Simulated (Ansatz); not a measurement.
Energy profile

The step: Si₄H₉F ([F][Si]([SiH3])([SiH3])[SiH3]) + HF + HF → Si₃H₆F₂ ([F][Si]([F])([SiH3])[SiH3]) + SiH₄ + HF; bonds formed: Si1–F9, Si2–H8; bonds broken: Si1–Si2, H8–F9 (atoms numbered as in the saddle structure below).

Si1  (-0.196, -0.310, 0.547)
Si2  (1.972, -0.213, -0.881)
Si3  (-1.549, 1.412, -0.295)
Si4  (-0.561, -2.350, -0.616)
F5  (-0.492, -0.878, 2.015)
H6  (-0.013, 2.157, 2.300)
F7  (-0.787, 2.662, 2.463)
H8  (1.409, 0.508, 0.619)
F9  (1.030, 1.058, 1.663)
H10  (3.141, 0.707, -0.850)
H11  (2.425, -1.623, -0.841)
H12  (1.141, 0.066, -2.077)
H13  (-1.930, 0.930, -1.653)
H14  (-0.806, 2.687, -0.423)
H15  (-2.765, 1.543, 0.539)
H16  (0.263, -3.431, -0.014)
H17  (-0.278, -2.262, -2.072)
H18  (-2.004, -2.662, -0.423)
(Å)

Electronic energies by CCSD(T) at an estimated basis limit (MP2 extrapolated from triple and quadruple zeta, plus CCSD(T) − MP2 in triple zeta), on PBE0-D4/def2-TZVP structures; Si4H11F3, singlet; no counterpoise correction. Program: Ansatz 0.2.0. Basis: def2-TZVPP and def2-QZVPP. Cores are frozen in the correlated methods. Extrapolation: Hartree–Fock as exp(−7.88 √X), correlation as X^−2.97.

Give the profile in kJ/mol, counted from the separated reactants. (Judge from chemistry; the value comes from the calculation.)

The calculation gives:
| point | kJ/mol |
| --- | --- |
| separated: Si4H9F (linked as [F][Si]([SiH3])([SiH3])[SiH3]; Si1, Si2, Si3, Si4, F5, H10, H11, H12, H13, H14, H15, H16, H17, H18; singlet) + HF (H6, F7; singlet) + HF (H8, F9; singlet) | 0.0 |
| start structure | -32.8 |
| saddle | 133.2 |
| end structure | -164.4 |
| separated: Si3H6F2 (linked as [F][Si]([F])([SiH3])[SiH3]; Si1, Si3, Si4, F5, F9, H13, H14, H15, H16, H17, H18; singlet) + SiH4 (Si2, H8, H10, H11, H12; singlet) + HF (H6, F7; singlet) | -134.7 |

T1 diagnostic: at most 0.015.

For scale, one of the runs: CCSD(T)/def2-TZVPP, 415 basis functions, launched by `ansatz run in.yaml --threads 4 --pin off --events-out ev --progress --plain --max-ram 66560MiB --backend cuda --devices 0, --max-vram 37GiB`. The run took 32 s on 4 CPU threads of an AMD EPYC 7R13 and a share of one NVIDIA H100 (shared host), with 0.93 GiB of host memory at its peak.
